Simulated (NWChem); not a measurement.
**Basis-set convergence for HNaO**

```xyz
3

Na     0.4247    -0.8043     0.0000
O     -0.4425     0.9085     0.0000
H     -1.1312     1.5787     0.0000
```
Charge 0, spin multiplicity 1.

Program: NWChem. The geometry was optimised at B3LYP/def2-SVP, a minimum by its harmonic frequencies.

Quantity: dipole moment at the level B3LYP.

B3LYP has NWChem's definition, with VWN1-RPA local correlation. The Pople sets run with spherical d functions. The structure started from a generated list of species.

```json
[
 {"basis": "STO-3G", "functions": "15", "dipole moment (D)": "5.96"},
 {"basis": "pcseg-1", "functions": "29", "dipole moment (D)": "5.89"},
 {"basis": "6-31G*", "functions": "34", "dipole moment (D)": "5.38"},
 {"basis": "6-31+G*", "functions": "42", "dipole moment (D)": "6.49"},
 {"basis": "def2-SVPD", "functions": "49", "dipole moment (D)": "6.71"},
 {"basis": "def2-TZVP", "functions": "69", "dipole moment (D)": "6.13"},
 {"basis": "cc-pVTZ", "functions": "78", "dipole moment (D)": "6.30"},
 {"basis": "def2-TZVPD", "functions": "84", "dipole moment (D)": "6.55"},
 {"basis": "def2-QZVP", "functions": "133", "dipole moment (D)": "6.40"},
 {"basis": "cc-pVQZ", "functions": "144", "dipole moment (D)": "6.47"}
]
```

Smallest basis within 0.1 D of cc-pVQZ, the largest set run: 6-31+G*, with 42 functions against 144 and about 20 % of the time (also within reach: def2-TZVPD, def2-QZVP). cc-pVQZ isn't the basis-set limit itself, and a small set can land close by cancellation.
